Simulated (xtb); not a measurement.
xtb input (GFN2-xTB):

```bash
xtb mol.xyz --gfn 2 --sp --chrg 0 --uhf 0
```
mol.xyz:
```
7

Ir     0.00106677     0.00004118    -0.00925761
O      1.81305388    -0.35786154    -0.01178294
H      2.10272188    -0.57264604     0.89186925
O     -0.59522297     1.71083742     0.35646060
H     -0.65661417     2.20266340    -0.48150125
O     -1.21980902    -1.33930906    -0.36562997
H     -1.51242396    -1.74252283     0.47008671
```

Output:

```
           -------------------------------------------------
          |                Calculation Setup                |
           -------------------------------------------------

           -------------------------------------------------
          |                 G F N 2 - x T B                 |
           -------------------------------------------------

        Reference                      10.1021/acs.jctc.8b01176
      * Hamiltonian:
        H0-scaling (s, p, d)           1.850000    2.230000    2.230000
        zeta-weighting                 0.500000
      * Dispersion:
        s8                             2.700000
        a1                             0.520000
        a2                             5.000000
        s9                             5.000000
      * Repulsion:
        kExp                           1.500000    1.000000
        rExp                           1.000000
      * Coulomb:
        alpha                          2.000000
        third order                    shell-resolved
        anisotropic                    true
        a3                             3.000000
        a5                             4.000000
        cn-shift                       1.200000
        cn-exp                         4.000000
        max-rad                        5.000000

          ...................................................
          :                      SETUP                      :
          :.................................................:
          :  # basis functions                  25          :
          :  # atomic orbitals                  24          :
          :  # shells                           12          :
          :  # electrons                        30          :
          :  max. iterations                   250          :
          :  Hamiltonian                  GFN2-xTB          :
          :  restarted?                      false          :
          :  GBSA solvation                  false          :
          :  PC potential                    false          :
          :  electronic temp.          300.0000000     K    :
          :  accuracy                    1.0000000          :
          :  -> integral cutoff          0.2500000E+02      :
          :  -> integral neglect         0.1000000E-07      :
          :  -> SCF convergence          0.1000000E-05 Eh   :
          :  -> wf. convergence          0.1000000E-03 e    :
          :  Broyden damping             0.4000000          :
          :  net charge                          0          :
          :  unpaired electrons                  0          :
          ...................................................

 iter      E             dE          RMSdq      gap      omega  full diag
   1    -17.1582610 -0.171583E+02  0.957E+00    2.52       0.0  T
   2    -17.2964965 -0.138236E+00  0.190E+01    1.84       1.0  T
   3    -17.4068066 -0.110310E+00  0.150E+01    1.84       1.0  T
   4    -17.5117157 -0.104909E+00  0.489E+00    1.80       1.0  T
   5    -17.5638966 -0.521809E-01  0.109E+00    1.25       1.0  T
   6    -17.5683303 -0.443369E-02  0.305E-01    1.39       1.0  T
   7    -17.5681837  0.146523E-03  0.224E-01    1.37       1.0  T
   8    -17.5683539 -0.170148E-03  0.909E-02    1.40       1.0  T
   9    -17.5683684 -0.144722E-04  0.298E-02    1.41       1.3  T
  10    -17.5683691 -0.738437E-06  0.845E-03    1.41       4.5  T
  11    -17.5683693 -0.170106E-06  0.712E-03    1.41       5.3  T
  12    -17.5683694 -0.170364E-06  0.106E-03    1.41      35.7  T
  13    -17.5683694 -0.234194E-08  0.132E-04    1.41     285.8  T
  14    -17.5683694  0.271836E-09  0.342E-04    1.41     110.5  T

   *** convergence criteria satisfied after 14 iterations ***

         #    Occupation            Energy/Eh            Energy/eV
      -------------------------------------------------------------
         1        2.0000           -0.7270325             -19.7836
       ...           ...                  ...                  ...
         9        2.0000           -0.4987703             -13.5722
        10        2.0000           -0.4739479             -12.8968
        11        2.0000           -0.4731303             -12.8745
        12        2.0000           -0.4608776             -12.5411
        13        2.0000           -0.3777931             -10.2803
        14        2.0000           -0.3773890             -10.2693
        15        2.0000           -0.3605788              -9.8118 (HOMO)
        16                         -0.3087871              -8.4025 (LUMO)
        17                         -0.3073824              -8.3643
        18                          0.0327496               0.8912
        19                          0.0608352               1.6554
        20                          0.0778528               2.1185
       ...                                ...                  ...
        24                          0.6145730              16.7234
      -------------------------------------------------------------
                  HL-Gap            0.0517917 Eh            1.4093 eV
             Fermi-level           -0.3347799 Eh           -9.1098 eV

 SCC (total)                   0 d,  0 h,  0 min,  0.005 sec
 SCC setup                      ...        0 min,  0.000 sec (  1.912%)
 Dispersion                     ...        0 min,  0.000 sec (  0.847%)
 classical contributions        ...        0 min,  0.000 sec (  0.397%)
 integral evaluation            ...        0 min,  0.001 sec ( 14.407%)
 iterations                     ...        0 min,  0.003 sec ( 58.442%)
 molecular gradient             ...        0 min,  0.001 sec ( 21.677%)
 printout                       ...        0 min,  0.000 sec (  2.069%)

         :::::::::::::::::::::::::::::::::::::::::::::::::::::
         ::                     SUMMARY                     ::
         :::::::::::::::::::::::::::::::::::::::::::::::::::::
         :: total energy             -17.516365442106 Eh    ::
         :: gradient norm              0.011435351585 Eh/a0 ::
         :: HOMO-LUMO gap              1.409323822328 eV    ::
         ::.................................................::
         :: SCC energy               -17.568367088135 Eh    ::
         :: -> isotropic ES            0.066143678942 Eh    ::
         :: -> anisotropic ES         -0.004892146176 Eh    ::
         :: -> anisotropic XC          0.011239207631 Eh    ::
         :: -> dispersion             -0.002947915880 Eh    ::
         :: repulsion energy           0.052001646030 Eh    ::
         :: add. restraining           0.000000000000 Eh    ::
         :: total charge              -0.000000000001 e     ::
         :::::::::::::::::::::::::::::::::::::::::::::::::::::

           -------------------------------------------------
          |                Property Printout                |
           -------------------------------------------------

    * Orbital Energies and Occupations

         #    Occupation            Energy/Eh            Energy/eV
      -------------------------------------------------------------
         1        2.0000           -0.7270325             -19.7836
       ...           ...                  ...                  ...
         3        2.0000           -0.6900114             -18.7762
         4        2.0000           -0.5707915             -15.5320
         5        2.0000           -0.5649722             -15.3737
         6        2.0000           -0.5602973             -15.2465
         7        2.0000           -0.5052579             -13.7488
         8        2.0000           -0.4992183             -13.5844
         9        2.0000           -0.4987703             -13.5722
        10        2.0000           -0.4739479             -12.8968
Note: The following floating-point exceptions are signalling: IEEE_UNDERFLOW_FLAG IEEE_DENORMAL
normal termination of xtb
        11        2.0000           -0.4731303             -12.8745
        12        2.0000           -0.4608776             -12.5411
        13        2.0000           -0.3777931             -10.2803
        14        2.0000           -0.3773890             -10.2693
        15        2.0000           -0.3605788              -9.8118 (HOMO)
        16                         -0.3087871              -8.4025 (LUMO)
        17                         -0.3073824              -8.3643
        18                          0.0327496               0.8912
        19                          0.0608352               1.6554
        20                          0.0778528               2.1185
        21                          0.1593419               4.3359
        22                          0.4929265              13.4132
        23                          0.6106347              16.6162
        24                          0.6145730              16.7234
      -------------------------------------------------------------
                  HL-Gap            0.0517917 Eh            1.4093 eV
             Fermi-level           -0.3347799 Eh           -9.1098 eV

     #   Z          covCN         q      C6AA      α(0)
     1  77 Ir       2.410     0.360   283.948    31.512
     2   8 O        1.601    -0.435    21.574     6.269
     3   1 H        0.810     0.314     0.678     1.293
     4   8 O        1.601    -0.437    21.619     6.275
     5   1 H        0.811     0.318     0.667     1.283
     6   8 O        1.601    -0.435    21.574     6.269
     7   1 H        0.810     0.314     0.678     1.293

 Mol. C6AA /au·bohr⁶  :       1090.569219
 Mol. C8AA /au·bohr⁸  :      60779.884625
 Mol. α(0) /au        :         54.192765

Wiberg/Mayer (AO) data.
largest (>0.10) Wiberg bond orders for each atom

 ---------------------------------------------------------------------------
     #   Z sym  total        # sym  WBO       # sym  WBO       # sym  WBO
 ---------------------------------------------------------------------------
     1  77 Ir   3.881 --     4 O    1.250     6 O    1.249     2 O    1.249
     2   8 O    2.272 --     1 Ir   1.249     3 H    0.856
     3   1 H    0.901 --     2 O    0.856
     4   8 O    2.267 --     1 Ir   1.250     5 H    0.851
     5   1 H    0.899 --     4 O    0.851
     6   8 O    2.272 --     1 Ir   1.249     7 H    0.856
     7   1 H    0.901 --     6 O    0.856
 ---------------------------------------------------------------------------

Topologies differ in total number of bonds
Writing topology from bond orders to xtbtopo.mol

molecular dipole:
                 x           y           z       tot (Debye)
 q only:       -0.039      -0.069       0.529
   full:       -0.049      -0.101       0.697       1.795
molecular quadrupole (traceless):
                xx          xy          yy          xz          yz          zz
 q only:       -1.318       0.034       1.212       2.008      -6.629       0.106
  q+dip:       -1.926       0.027       1.432       2.565      -8.689       0.494
   full:       -1.197       0.008       2.145       2.742      -8.446      -0.948

           -------------------------------------------------
          | TOTAL ENERGY              -17.516365442106 Eh   |
          | GRADIENT NORM               0.011435351585 Eh/α |
          | HOMO-LUMO GAP               1.409323822328 eV   |
           -------------------------------------------------

------------------------------------------------------------------------
------------------------------------------------------------------------
 total:
 SCF:
```
